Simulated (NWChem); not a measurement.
System: SiN2H5Cl; SMILES N[SiH](N)Cl

NWChem printed, in part:

```
             Northwest Computational Chemistry Package (NWChem) 7.3.0
             --------------------------------------------------------

                             Geometry "geometry" -> ""
                             -------------------------

 Output coordinates in angstroms (scale by  1.889725989 to convert to a.u.)

  No.       Tag          Charge          X              Y              Z
 ---- ---------------- ---------- -------------- -------------- --------------
    1 Si                  14.0000     0.02212100    -0.40076900     0.37684700
    2 N                    7.0000    -1.48739700    -0.95794600    -0.21024100
    3 N                    7.0000     1.24259600    -1.36823100    -0.32809900
    4 Cl                  17.0000     0.02759200     1.62726200    -0.13156500
    5 H                    1.0000     0.29050900    -0.41824400     1.84135200
    6 H                    1.0000    -2.29050800    -0.34188200    -0.23554800
    7 H                    1.0000    -1.74844700    -1.93262300    -0.11750200
    8 H                    1.0000     1.26109200    -1.51676700    -1.33119700
    9 H                    1.0000     2.17243500    -1.39418300     0.07414100

 Effective nuclear repulsion energy (a.u.)     225.0676891086

                              NWChem Property Module
                              ----------------------

  itol2e modified to match energy
  convergence criterion.

                                 NWChem DFT Module
                                 -----------------

 Summary of "ao basis" -> "ao basis" (spherical)
 ------------------------------------------------------------------------------
       Tag                 Description            Shells   Functions and Types
 ---------------- ------------------------------  ------  ---------------------
 Si                         pcsseg-1                10       24   4s5p1d
 N                          pcsseg-1                 7       17   3s3p1d
 Cl                         pcsseg-1                10       24   4s5p1d
 H                          pcsseg-1                 3        5   2s1p

  itol2e modified to match energy
  convergence criterion.

            General Information
            -------------------
          SCF calculation type: DFT
          Wavefunction type:  closed shell.
          No. of atoms     :     9
          No. of electrons :    50
           Alpha electrons :    25
            Beta electrons :    25
          Charge           :     0
          Spin multiplicity:     1
          Use of symmetry is: off; symmetry adaption is: off
          Maximum number of iterations: 150
          AO basis - number of functions:   107
                     number of shells:    49
          Convergence on energy requested:  1.00D-07
          Convergence on density requested:  1.00D-05
          Convergence on gradient requested:  5.00D-04

              XC Information
              --------------
                        Slater Exchange Functional  1.000 local
                      VWN V Correlation Functional  1.000 local

             Grid Information
             ----------------
          Grid used for XC integration:  fine
          Radial quadrature: Mura-Knowles
          Angular quadrature: Lebedev.
          Tag              B.-S. Rad. Rad. Pts. Rad. Cut. Ang. Pts.
          ---              ---------- --------- --------- ---------
          Si                  1.10      123           9.0       770
          N                   0.65       70          11.0       590
          Cl                  1.00      123          11.0       770
          H                   0.35       60          12.0       590
          Grid pruning is: on
          Number of quadrature shells:   686
          Spatial weights used:  Erf1

      Superposition of Atomic Density Guess
      -------------------------------------

 Sum of atomic energies:        -859.31859669

      Non-variational initial energy
      ------------------------------

[...]

          -----------------------------------------
          Chemical Shielding Tensors (GIAO, in ppm)
          -----------------------------------------

                                NWChem CPHF Module
                                ------------------

  scftype          =     RHF
  nclosed          =       25
  nopen            =        0
  variables        =     2050
  # of vectors     =        3
  tolerance        = 0.10D-03
  level shift      = 0.00D+00
  max iterations   =       50
  max subspace     =       30

 SCF residual:    3.5801974911789981E-005

Iterative solution of linear equations
  No. of variables     2050
  No. of equations        3
  Maximum subspace       30
        Iterations       50
       Convergence  1.0D-04

   iter   nsub   residual    time
   ----  ------  --------  ---------
     1      3    1.02D-05      34.6

      Atom:    1  Si
        Diamagnetic
    882.4466     -0.9296      0.3750
     -0.9296    887.4459     -0.6825
      0.3750     -0.6825    877.2778

        Paramagnetic
   -508.0735     12.6289    -36.2956
     12.6289   -551.5731     -5.1695
    -36.2956     -5.1695   -571.7358

        Total Shielding Tensor
    374.3732     11.6993    -35.9206
     11.6993    335.8728     -5.8520
    -35.9206     -5.8520    305.5419

           isotropic =     338.5960
          anisotropy =      81.1628

          Principal Components and Axis System
                 1           2           3
              392.7045    332.8867    290.1967

      1         0.8957     -0.2130      0.3903
      2         0.2239      0.9744      0.0180
      3        -0.3842      0.0713      0.9205

      Atom:    2  N
        Diamagnetic
    330.4635      4.4748      8.8615
      4.4748    323.3952      1.9440
      8.8615      1.9440    301.3110

        Paramagnetic
    -80.0403      7.1115      4.2631
      7.1115    -69.5387     -1.0848
      4.2631     -1.0848   -113.1170

        Total Shielding Tensor
    250.4231     11.5863     13.1246
     11.5863    253.8565      0.8592
     13.1246      0.8592    188.1940

           isotropic =     230.8246
          anisotropy =      51.2845

          Principal Components and Axis System
                 1           2           3
              265.0142    241.9521    185.5073

      1         0.6834      0.7016     -0.2019
      2         0.7193     -0.6944      0.0219
      3         0.1248      0.1602      0.9792

      Atom:    3  N
        Diamagnetic
    326.4311    -11.5054     -1.6468
    -11.5054    309.9515      7.9180
     -1.6468      7.9180    319.7287

        Paramagnetic
    -98.8921     -4.8420    -15.7817
     -4.8420   -101.0431      8.6727
    -15.7817      8.6727   -101.0031

        Total Shielding Tensor
    227.5390    -16.3474    -17.4284
    -16.3474    208.9085     16.5906
    -17.4284     16.5906    218.7256

           isotropic =     218.3910
          anisotropy =      52.2139

          Principal Components and Axis System
                 1           2           3
              253.2003    205.9189    196.0538

      1         0.6806      0.7128      0.1695
      2        -0.4637      0.2400      0.8529
      3        -0.5672      0.6591     -0.4938

      Atom:    4  Cl
        Diamagnetic
   1146.0148      0.1809     -0.0403
      0.1809   1154.6072     -1.6060
     -0.0403     -1.6060   1145.3532

        Paramagnetic
   -393.7920    -29.8888     -2.6194
    -29.8888   -182.6106    -88.7693
     -2.6194    -88.7693   -408.2783

        Total Shielding Tensor
    752.2228    -29.7080     -2.6598
    -29.7080    971.9966    -90.3753
     -2.6598    -90.3753    737.0749

           isotropic =     820.4315
          anisotropy =     277.8732

          Principal Components and Axis System
                 1           2           3
             1005.6802    752.4214    703.1927

      1        -0.1072      0.9620      0.2512
      2         0.9427      0.0180      0.3333
      3        -0.3161     -0.2726      0.9087

      Atom:    5  H
        Diamagnetic
     22.5169     -0.6046      3.1171
     -0.6046     23.3468     -1.2383
      3.1171     -1.2383     38.2324

        Paramagnetic
     -0.8726      0.3160     -1.8516
      0.3160     -0.5635      0.1873
     -1.8516      0.1873     -7.7118

        Total Shielding Tensor
     21.6444     -0.2886      1.2655
     -0.2886     22.7833     -1.0510
      1.2655     -1.0510     30.5206

           isotropic =      24.9828
          anisotropy =       8.7896

          Principal Components and Axis System
                 1           2           3
               30.8425     22.6547     21.4511

      1         0.1392     -0.0969      0.9855
      2        -0.1330      0.9844      0.1156
      3         0.9813      0.1471     -0.1241

      Atom:    6  H
        Diamagnetic
     40.4261     -6.4085      2.7049
     -6.4085     30.3366     -0.2790
      2.7049     -0.2790     19.8729

        Paramagnetic
     -3.1357      1.0173     -1.2654
      1.0173     -0.0847     -0.2258
     -1.2654     -0.2258      3.2564

        Total Shielding Tensor
     37.2904     -5.3912      1.4395
     -5.3912     30.2520     -0.5048
      1.4395     -0.5048     23.1294

           isotropic =      30.2239
          anisotropy =      15.1758

          Principal Components and Axis System
                 1           2           3
               40.3411     27.3463     22.9843

      1         0.8768      0.4697     -0.1028
      2        -0.4729      0.8811     -0.0072
      3         0.0872      0.0549      0.9947

      Atom:    7  H
        Diamagnetic
     28.6722      7.5304      1.0761
      7.5304     41.6318     -0.3970
      1.0761     -0.3970     20.5140

        Paramagnetic
     -0.6259     -1.7331     -1.0033
     -1.7331     -2.1726     -0.1841
     -1.0033     -0.1841      2.4916

        Total Shielding Tensor
     28.0463      5.7973      0.0727
      5.7973     39.4592     -0.5811
      0.0727     -0.5811     23.0056

[...]
```

Level: LDA (Slater exchange, VWN5)/pcSseg-1, GIAO. Geometry: optimised at PBE0/def2-SVP. The printed shielding anisotropy is the first printed principal value minus the mean of the other two.

Task: Which NWChem input produces such a log?

Result: One answer among several that fit: the input that was run:
```
start job
memory heap 200 mb stack 900 mb global 1100 mb
geometry units angstroms noautosym nocenter noautoz
  Si     0.022121    -0.400769     0.376847
  N     -1.487397    -0.957946    -0.210241
  N      1.242596    -1.368231    -0.328099
  Cl     0.027592     1.627262    -0.131565
  H      0.290509    -0.418244     1.841352
  H     -2.290508    -0.341882    -0.235548
  H     -1.748447    -1.932623    -0.117502
  H      1.261092    -1.516767    -1.331197
  H      2.172435    -1.394183     0.074141
end
basis spherical
  Si library pcsseg-1
  N library pcsseg-1
  Cl library pcsseg-1
  H library pcsseg-1
end
dft
  xc slater vwn_5
  iterations 150
end
property
  shielding
end
task dft property
```
